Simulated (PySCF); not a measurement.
C₆ coefficients of unlike pairs at wB97X-V

Calculated with PySCF 2.14 from the dipole response of each species, C₆(A,B) = (3/π) ∫ α_A(iu) α_B(iu) du, in atomic units, from isotropic polarisabilities. For ions this is the dispersion term alone; charge-induced terms of lower order in 1/R come first.

```tsv
species	configuration	basis	relativity	α (bohr³)	C₆ (like pair)
F²⁺	[He] 2s2 2p3 (4S)	aug-cc-pVQZ with one added diffuse shell each of s, p, d, f, g type (7s6p5d4f3g)	none	1.220	1.557
Mg	[Ne] 3s2 (1S)	aug-cc-pCVTZ (8s7p5d3f)	none	76.07	690.5
B³⁺	1s2 (1S)	aug-cc-pCVQZ-DK (9s8p6d4f2g)	spin-free X2C	0.02015	0.002680
```

Estimate C₆ for B³⁺ with F²⁺.

The integral gives 0.04895. The combination rule 2 C_A C_B / (C_A α_B/α_A + C_B α_A/α_B) gives 0.04442 and the geometric mean 0.06461.

No spin-orbit coupling is included.

The other pairs:

| pair | C₆ |
| --- | --- |
| B³⁺, Mg | 0.3895 |
| Mg, F²⁺ | 20.18 |
